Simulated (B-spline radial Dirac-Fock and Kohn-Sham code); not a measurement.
Method: relativistic Hartree-Fock (Dirac-Fock) wave functions, averaged over the configuration. Computed with a radial atomic solver.

Question: This computed X-ray form factor belongs to an atom or ion in its tabulated ground configuration. Which?

```csv
sin θ/λ (Å⁻¹),f₀
0.1,47.309
0.25,38.860
0.3,36.193
0.45,29.353
0.5,27.450
1.1,15.855
1.2,14.773
2,7.932
6,1.985
```

Answer: Te²⁺, with 50 electrons in [Kr] 4d10 5s2 5p2. f₀ tends to the number of electrons as s goes to zero, which the first rows give only roughly, and the rate of fall reflects the nuclear charge, 52.
